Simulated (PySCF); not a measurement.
**Atomic charges by several schemes**

Compound: C₃H₅O₅S (charge -1).
Numbering: `[CH3:1][C:2](=[O:3])[O:4][CH2:5][S:6](=[O:7])(=[O:8])[O-:9]` (hydrogens: H10, H11, H12 on C1; H13, H14 on C5)

Structure used (GFN2-xTB), in Å, numbered top down from 1:
```xyz
14
C3H5O5S angstrom
C     -2.1199   -0.3806    0.2331
C     -0.7933    0.1949    0.6805
O     -0.4044    0.2068    1.8238
O     -0.2737    1.0000   -0.2893
C      1.1163    1.0964   -0.2145
S      1.6372   -0.6537   -0.5493
O      2.8307   -0.8922    0.2456
O      1.8686   -0.7126   -1.9863
O      0.4533   -1.4158   -0.1260
H     -1.9114   -1.3391   -0.2322
H     -2.5759    0.2835   -0.4959
H     -2.7683   -0.5235    1.0936
H      1.4697    1.3867    0.7747
H      1.4705    1.7487   -1.0047
```

Density: PBE0/pcSseg-1 (PySCF); schemes: Mulliken, IAO, Hirshfeld and ESP-fitted. Isolated species at its GFN2-xTB geometry (one conformer only). The pcSseg-1 basis has no diffuse functions, a weakness for an anion.

**Question.** Tabulate the Mulliken, IAO, Hirshfeld and ESP-fitted charges.

**Answer.** In e; atoms taken as equivalent share a row and are averaged (×n: the atom named and its like, n in all):

| atom | environment | Mulliken | IAO | Hirshfeld | ESP-fitted |
| --- | --- | --- | --- | --- | --- |
| C1 | methyl carbon next to a carbonyl | -0.225 | -0.470 | -0.143 | -0.545 |
| C2 | ester carbonyl carbon | +0.380 | +0.549 | +0.198 | +0.759 |
| O3 | ester carbonyl oxygen | -0.427 | -0.501 | -0.304 | -0.564 |
| O4 | ester single-bonded oxygen | -0.474 | -0.370 | -0.135 | -0.338 |
| C5 | sp3 carbon bound to oxygen | -0.107 | -0.298 | -0.041 | -0.278 |
| S6 | sulfonyl sulfur | +1.150 | +2.176 | +0.440 | +1.190 |
| O7/O8/O9 | oxygen bonded to S | -0.633 | -0.954 | -0.397 | -0.645 |
| H10/H11/H12 | methyl hydrogen | +0.117 | +0.156 | +0.037 | +0.139 |
| H13/H14 | methylene hydrogen | +0.124 | +0.154 | +0.033 | +0.146 |

Mean size of the charges over all atoms: IAO 0.572 e, ESP-fitted 0.451 e, Mulliken 0.376 e, Hirshfeld 0.188 e. Each set sums to the total charge, -1, to within 0.001 e. The ESP scheme is a least-squares fit of atom-centred charges to the potential on four shells outside the van der Waals surface, with the total charge fixed. The Mulliken scheme gives each basis function's population to the atom it is centred on and halves the overlap population of two atoms between them.

Some averages cover members that differ in this geometry: O7/O8/O9, Hirshfeld -0.431 to -0.342; O7/O8/O9, ESP-fitted -0.676 to -0.599; H10/H11/H12, ESP-fitted +0.116 to +0.176; H10/H11/H12, Mulliken +0.096 to +0.151 e.

Lowest charge. All schemes agree: Mulliken O7/O8/O9 (-0.633); IAO O7/O8/O9 (-0.954); Hirshfeld O7/O8/O9 (-0.397); ESP-fitted O7/O8/O9 (-0.645).

Highest charge. All schemes agree: Mulliken S6 (+1.150); IAO S6 (+2.176); Hirshfeld S6 (+0.440); ESP-fitted S6 (+1.190).

**Question.** How many electrons does the Mulliken scheme count on O4?

**Answer.** Z − q = 8 − (-0.474) = 8.474.

**Question.** Sum the charges by element, for elements with more than one atom.

**Answer.** 
```csv
element,atoms,Mulliken,IAO,Hirshfeld,ESP-fitted
C,3,+0.049,-0.219,+0.014,-0.064
O,5,-2.799,-3.734,-1.630,-2.836
H,5,+0.600,+0.777,+0.175,+0.710
```

**Question.** How closely do the schemes follow one another over all atoms?

**Answer.** Correlation coefficient and root-mean-square difference: Mulliken with IAO 0.98, 0.329 e; Mulliken with Hirshfeld 0.97, 0.252 e; Mulliken with ESP-fitted 0.96, 0.152 e; Hirshfeld with ESP-fitted 0.96, 0.322 e; IAO with ESP-fitted 0.96, 0.306 e; IAO with Hirshfeld 0.95, 0.561 e.

These values come from a run that also computed NMR shieldings. On Arm Neoverse V1, one thread, on a shared host, this took 27 s wall and 0.82 GiB of memory at its peak.
